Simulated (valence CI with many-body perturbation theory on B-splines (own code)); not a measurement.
**Which ion has this spectrum?**

A relativistic CI+MBPT calculation for an atom or ion with 14 electrons gives these levels (cm⁻¹):

| J | Parity | E | g |
| --- | --- | --- | --- |
| 0 | even | 0 |  |
| 1 | even | 22957 | 1.50 |
| 2 | even | 38869 | 1.39 |
| 2 | even | 82700 | 1.11 |
| 0 | even | 137008 |  |
| 2 | odd | 299295 | 1.98 |
| 1 | odd | 387577 | 0.58 |
| 2 | odd | 388340 | 1.21 |
| 3 | odd | 396819 | 1.33 |
| 0 | odd | 444788 |  |
| 1 | odd | 447292 | 1.43 |
| 2 | odd | 448918 | 1.39 |
| 2 | odd | 489495 | 1.07 |
| 1 | odd | 545446 | 1.70 |

The energies are calculated, with errors of perhaps 200 cm⁻¹, more in some levels.

Which is it?
A. Ga17+
B. Ge18+
C. Zn16+
D. Co13+

C. Zn16+, ground level 3s2 3p2 3P_0.
